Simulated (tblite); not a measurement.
C7H11NP (charge +1).
Atom-mapped SMILES: `[CH3:1][PH+:2]([CH3:3])[c:4]1[cH:5][cH:6][cH:7][cH:8][n:9]1` (hydrogens: H10, H11, H12 on C1; H13 on P2; H14, H15, H16 on C3; H17 on C5; H18 on C6; H19 on C7; H20 on C8)

The geometry is computed with GFN2-xTB (gas phase).

**Question.** Give the optimised bond lengths and angles.

**Answer.** 
```json
{"bond": "C1–P2, P2–C3", "length (Å)": "1.800"}
{"bond": "P2–C4", "length (Å)": "1.802"}
{"bond": "C4–C5", "length (Å)": "1.382"}
{"bond": "C5–C6", "length (Å)": "1.391"}
{"bond": "C6–C7", "length (Å)": "1.386"}
{"bond": "C7–C8", "length (Å)": "1.392"}
{"bond": "C8–N9", "length (Å)": "1.319"}
{"bond": "C4–N9", "length (Å)": "1.328"}
{"bond": "C1–H10 and 5 like bonds", "length (Å)": "1.091"}
{"bond": "P2–H13", "length (Å)": "1.382"}
{"bond": "C5–H17", "length (Å)": "1.079"}
{"bond": "C6–H18", "length (Å)": "1.079"}
{"bond": "C7–H19", "length (Å)": "1.078"}
{"bond": "C8–H20", "length (Å)": "1.081"}
```

Bonds in one row agree within 0.01 Å and their mean is given. A selection of angles:
```json
{"angle": "C1–P2–C3", "degrees": "109.8"}
{"angle": "C1–P2–C4", "degrees": "109.2"}
{"angle": "P2–C4–C5", "degrees": "129.0"}
{"angle": "P2–C4–N9", "degrees": "106.1"}
{"angle": "C5–C4–N9", "degrees": "124.9"}
{"angle": "C4–C5–C6", "degrees": "116.6"}
{"angle": "C5–C6–C7", "degrees": "119.2"}
{"angle": "C6–C7–C8", "degrees": "119.1"}
{"angle": "C7–C8–N9", "degrees": "122.1"}
{"angle": "C4–N9–C8", "degrees": "118.2"}
```

Dihedral angles: C1–P2–C4–C5 121° (anticlinal).

Of the pairs four or more bonds apart, N9···H12 is among the closest relative to their van der Waals radii: 2.80 Å, 102 % of the sum of Bondi's values. C8 (aromatic CH next to a ring nitrogen) is planar (angles 122.1°, 121.7° and 116.2°, sum 360.0°, 0.00 Å off the plane of its three neighbours). The 6-membered ring C4–C5–C6–C7–C8–N9 has internal angles of 116.6° to 124.9°; it is planar, 0.00 Å rms from its mean plane, widest ring torsion 0°. P2 (phosphonium phosphorus) is tetrahedral (angles from 109.0° to 110.5°). C5 (aromatic CH carbon) is planar (angles 122.0°, 121.4° and 116.6°, sum 360.0°, 0.00 Å off the plane of its three neighbours). C4 (substituted aromatic carbon) is planar (angles 129.0°, 124.9° and 106.1°, sum 360.0°, 0.00 Å off the plane of its three neighbours). C7 (aromatic CH carbon) is planar (angles 120.8°, 120.1° and 119.1°, sum 360.0°, 0.00 Å off the plane of its three neighbours).

Point group: Cs (tolerance 0.08 Å). Its GFN2-xTB frequencies are all real (lowest 36 cm⁻¹).

One conformer stands for the species.
